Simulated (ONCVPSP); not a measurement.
# thallium (Tl), ONCV: configuration errors across variants

```json
{"Element": "thallium (Tl)", "Generator": "ONCVPSP 4.0.1", "Type": "optimised norm-conserving Vanderbilt (ONCV)", "Functional": "PBE", "Relativity": "fully relativistic", "Frozen core": "[Xe] 4f14", "Valence charge": "13", "Reference configuration": "5d10 6s2 6p1", "Partial waves": "6s: rc 1.65 bohr, ncon 3, nbas 7, qcut 3.8 1/bohr, 3 projectors, debl 1.8 Ha; 6p: rc 2.45 bohr, ncon 3, nbas 8, qcut 3.2 1/bohr, 2 projectors, debl 1.7 Ha; 5d: rc 1.70 bohr, ncon 3, nbas 7, qcut 8.8 1/bohr, 2 projectors, debl 2 Ha", "Local potential": "polynomial inside 1.60 bohr (lpopt 5, dvloc0 0 Ha)", "Core correction": "Teter function fitted to the true core (icmod 2), fcfact 0.25"}
```

Open shells are filled in proportion to 2j + 1.

All-electron excitation energies from the reference (eV): (1) 5d10 6s2 6p0 5.273; (2) 5d10 6s1 6p0 26.059; (3) 5d10 6s1 6p1 13.423.

A true bound ghost makes a file unfit for plane-wave use even where its test errors are small: the radial tests pick states by their node count and pass the ghost by.

Errors AE − PS in meV (a dash: test not solved or not reliable):

| change | (1) | (2) | (3) | bound ghosts | GHOST(+) flags above zero |
| --- | --- | --- | --- | --- | --- |
| base | -0.2 | -9.8 | -4.2 | s | p3/2, p1/2 |
| d: qcut 5.8 | 0.0 | -6.6 | -3.1 | s | p3/2, p1/2 |
| d: qcut 6.7 | -0.1 | -8.3 | -3.6 | s | p3/2, p1/2 |
| d: qcut 9.4 | -0.2 | -9.9 | -4.2 | s | p3/2, p1/2 |
| d: qcut 10.2 | -0.2 | -9.9 | -4.2 | s | p3/2, p1/2 |
| d: qcut 11.7 | -0.2 | -9.4 | -4.0 | s | p3/2, p1/2 |
| d: qcut 12.7 | -0.2 | -9.4 | -4.0 | s | p3/2, p1/2 |

Question: Give the same row for: d: qcut 8.

Answer: -0.2, -9.5, -4.1; bound ghosts: s; GHOST(+) flags above zero: p3/2, p1/2.
